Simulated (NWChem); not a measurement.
**Correlation energy of tin monoxide (OSn)**

```xyz
2

Sn     0.0000     0.0000     0.2536
O      0.0000     0.0000    -1.5848
```
Charge 0, spin multiplicity 1.

Program: NWChem. All single points use one geometry, from PBE0/def2-SVP with def2 effective core potentials on Sn, a minimum by its harmonic frequencies.

Basis set: def2-TZVP. Each correlation energy counts from its own Hartree-Fock reference.

```json
[
 {"method": "MP2", "correlation energy (mHa)": "-568.7", "difference from CCSD(T)": "0.0"},
 {"method": "SCS-MP2", "correlation energy (mHa)": "-527.5", "difference from CCSD(T)": "+41.2"},
 {"method": "CR-CCSD[T]", "correlation energy (mHa)": "-566.8", "difference from CCSD(T)": "+2.0"},
 {"method": "CR-CCSD(T)", "correlation energy (mHa)": "-561.7", "difference from CCSD(T)": "+7.1"},
 {"method": "CCSD", "correlation energy (mHa)": "-541.0", "difference from CCSD(T)": "+27.7"},
 {"method": "CCSD+T(CCSD)", "correlation energy (mHa)": "-576.1", "difference from CCSD(T)": "-7.4"},
 {"method": "CCSD(T)", "correlation energy (mHa)": "-568.7", "difference from CCSD(T)": "0.0"}
]
```

The values span 48.6 mHa, from CCSD+T(CCSD) (lowest) to SCS-MP2 (highest). 

Effective core potentials replace the inner electrons of Sn; spin-orbit coupling is left out. The correlated methods keep 5 core orbitals frozen. Coupled-cluster values serve here as a point of comparison, not as the truth.
